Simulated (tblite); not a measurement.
Input of a run (GFN2-xTB geometry optimisation, gas phase (tblite 0.8.0)), started from a force field or distance geometry:
```
{"job": {"kind": "relax", "xc": "GFN2-xTB", "basis": "xTB"}, "charge": 0, "multiplicity": 1}
C     -1.692300     1.310400     0.528600
C     -1.337500     0.079900     0.152500
C     -1.823100    -1.066800     0.989100
Si    -0.249300    -0.147000    -1.321100
Si     1.868100    -0.594500    -0.761900
P      2.726600     0.880200     0.606100
H     -1.329700     2.143800    -0.082800
H     -2.338600     1.485800     1.406100
H     -1.445000    -1.037400     2.021400
H     -1.687400    -2.057100     0.501200
H     -2.955900    -0.970100     1.083700
H     -0.296600     1.056900    -2.165500
H     -0.763300    -1.332300    -2.028900
H      2.739800    -0.633600    -1.979100
H      1.867500    -1.901300    -0.095400
H      4.084900     0.548400     1.020600
H      2.624700     2.246500     0.115300
```

Output (eV, eV/Å):
```
step      E/eV     max force
  0    -487.49305    1.989
  1    -487.74877    1.636
  2    -488.00278    1.404
  3    -488.15742    1.326
  4    -488.33774    0.971
  5    -488.38542    0.505
  6    -488.41007    0.422
  7    -488.42283    0.426
  8    -488.44097    0.361
  9    -488.45430    0.420
 10    -488.46681    0.313
 11    -488.47863    0.321
 12    -488.49140    0.268
 13    -488.50014    0.338
 14    -488.50604    0.284
 15    -488.50949    0.155
 16    -488.51145    0.135
 17    -488.51290    0.090
 18    -488.51397    0.095
 19    -488.51481    0.090
 20    -488.51559    0.100
 21    -488.51635    0.077
 22    -488.51706    0.057
 23    -488.51758    0.053
 24    -488.51793    0.047
 25    -488.51823    0.044
 26    -488.51856    0.043
 27    -488.51891    0.045
 28    -488.51924    0.048
 29    -488.51951    0.043
 30    -488.51972    0.034
 31    -488.51991    0.039
 32    -488.52009    0.046
 33    -488.52028    0.042
 34    -488.52049    0.049
 35    -488.52073    0.052
 36    -488.52102    0.047
 37    -488.52135    0.046
 38    -488.52172    0.048
 39    -488.52209    0.055
 40    -488.52241    0.048
 41    -488.52265    0.039
 42    -488.52289    0.044
 43    -488.52322    0.056
 44    -488.52378    0.089
 45    -488.52464    0.119
 46    -488.52576    0.121
 47    -488.52695    0.095
 48    -488.52809    0.082
 49    -488.52928    0.097
 50    -488.53069    0.117
 51    -488.53205    0.104
 52    -488.53241    0.148
 53    -488.53428    0.131
 54    -488.53562    0.096
 55    -488.53858    0.120
 56    -488.54135    0.117
 57    -488.54292    0.255
 58    -488.54627    0.123
 59    -488.54809    0.105
 60    -488.55136    0.235
 61    -488.55393    0.151
 62    -488.55661    0.125
 63    -488.55979    0.117
 64    -488.56057    0.075
 65    -488.56144    0.081
 66    -488.56327    0.082
 67    -488.56410    0.068
 68    -488.56511    0.048
 69    -488.56555    0.038
 70    -488.56585    0.040
 71    -488.56613    0.033
 72    -488.56654    0.040
 73    -488.56693    0.046
 74    -488.56725    0.045
 75    -488.56751    0.034
 76    -488.56774    0.036
 77    -488.56803    0.045
 78    -488.56843    0.055
 79    -488.56888    0.069
 80    -488.56923    0.057
 81    -488.56957    0.047
 82    -488.56995    0.051
 83    -488.57059    0.061
 84    -488.57120    0.072
 85    -488.57168    0.049
 86    -488.57197    0.043
 87    -488.57228    0.042
 88    -488.57272    0.073
 89    -488.57342    0.086
 90    -488.57423    0.058
 91    -488.57476    0.079
 92    -488.57511    0.057
 93    -488.57559    0.061
 94    -488.57602    0.045
 95    -488.57633    0.034
 96    -488.57657    0.032
 97    -488.57688    0.048
 98    -488.57729    0.058
 99    -488.57771    0.059
100    -488.57803    0.055
101    -488.57829    0.049
102    -488.57854    0.034
103    -488.57876    0.038
104    -488.57893    0.029
105    -488.57906    0.025
106    -488.57917    0.028
107    -488.57929    0.029
108    -488.57941    0.026
109    -488.57949    0.030
110    -488.57957    0.026
111    -488.57969    0.033
112    -488.57987    0.036
113    -488.58007    0.031
114    -488.58022    0.025
115    -488.58032    0.020
116    -488.58039    0.019
117    -488.58049    0.030
118    -488.58064    0.038
119    -488.58084    0.040
120    -488.58106    0.037
121    -488.58125    0.042
122    -488.58141    0.048
123    -488.58157    0.045
124    -488.58176    0.034
125    -488.58198    0.043
126    -488.58220    0.043
127    -488.58243    0.036
128    -488.58270    0.036
129    -488.58312    0.045
130    -488.58376    0.064
131    -488.58475    0.077
132    -488.58545    0.121
133    -488.58659    0.075
134    -488.58719    0.056
135    -488.58806    0.065
136    -488.58866    0.069
137    -488.58960    0.079
138    -488.59035    0.090
139    -488.59101    0.054
140    -488.59162    0.046
141    -488.59208    0.038
142    -488.59257    0.051
143    -488.59297    0.061
144    -488.59333    0.063
145    -488.59375    0.054
146    -488.59423    0.055
147    -488.59473    0.058
148    -488.59512    0.052
149    -488.59534    0.043
150    -488.59549    0.032
151    -488.59563    0.028
152    -488.59579    0.033
153    -488.59596    0.039
154    -488.59617    0.043
155    -488.59640    0.035
156    -488.59663    0.031
157    -488.59681    0.032
158    -488.59694    0.029
159    -488.59706    0.024
160    -488.59720    0.028
161    -488.59740    0.043
162    -488.59766    0.047
163    -488.59791    0.040
164    -488.59811    0.029
165    -488.59828    0.028
166    -488.59843    0.034
167    -488.59860    0.040
168    -488.59882    0.043
169    -488.59910    0.048
170    -488.59942    0.042
171    -488.59972    0.040
172    -488.59998    0.037
173    -488.60022    0.038
174    -488.60048    0.043
175    -488.60077    0.037
176    -488.60108    0.053
177    -488.60129    0.050
178    -488.60094    0.103
179    -488.60167    0.046
180    -488.60186    0.026
181    -488.60224    0.031
182    -488.60268    0.086
183    -488.60313    0.081
184    -488.60377    0.060
185    -488.60293    0.248
186    -488.60505    0.066
187    -488.60563    0.039
188    -488.60562    0.168
189    -488.60694    0.051
190    -488.60741    0.050
191    -488.60813    0.089
192    -488.60892    0.055
193    -488.60927    0.045
194    -488.61007    0.037
195    -488.61029    0.051
196    -488.61052    0.042
197    -488.61075    0.044
198    -488.61089    0.028
199    -488.61107    0.029
200    -488.61128    0.035
201    -488.61144    0.034
202    -488.61160    0.024
203    -488.61169    0.014
204    -488.61173    0.012
205    -488.61175    0.011
206    -488.61177    0.009
```

**Question.** Summarise the run.

**Answer.** The energy falls by 25.8 kcal/mol over 206 L-BFGS steps, the largest force on an atom goes from 1.99 to 0.009 eV/Å, and the atoms move by 0.932 Å rms after alignment. The bond that changes most is Si4–Si5 (both ends SiH2 silicon), which lengthens by 0.093 Å. Bonds longer at the end by more than 0.005 Å: 3 of 16; shorter: 9. Among the angles that change most is H16–P6–H17, from 112.0° to 92.3°. Among the dihedrals that turn most is C2–Si4–Si5–P6, from -54° to 4°. The energy rose by more than 1e-5 eV at steps 178 and 185. The first step brought 23 % of the lowering.

**Question.** What are the final bond lengths?

**Answer.** C1=C2 1.327 Å, C2–C3 1.498 Å, C2–Si4 1.892 Å, Si4–Si5 2.328 Å, Si5–P6 2.246 Å, C1–H7 1.077 Å, C1–H8 1.080 Å, C3–H9 1.094 Å, C3–H10 1.089 Å, C3–H11 1.089 Å, Si4–H12 1.469 Å, Si4–H13 1.471 Å, Si5–H14 1.472 Å, Si5–H15 1.469 Å, P6–H16 1.380 Å, P6–H17 1.383 Å. Numbering counts from 1 in the input's order; the species is `C=C(C)[SiH2][SiH2]P`.

Hardware: one thread of an Arm Neoverse N1, shared host with 64 logical CPUs at a one-minute load of 60. Cost: 2.9 s.

Its lowest GFN2-xTB frequency is 15 cm⁻¹, too small to tell a flat minimum from a shallow saddle. One conformer, not necessarily the lowest. 3 starts were optimised and ended at 0.00, 0.33 and 0.63 kcal/mol (GFN2-xTB); the lowest of these is shown.

The numbers are calculated, not measured.
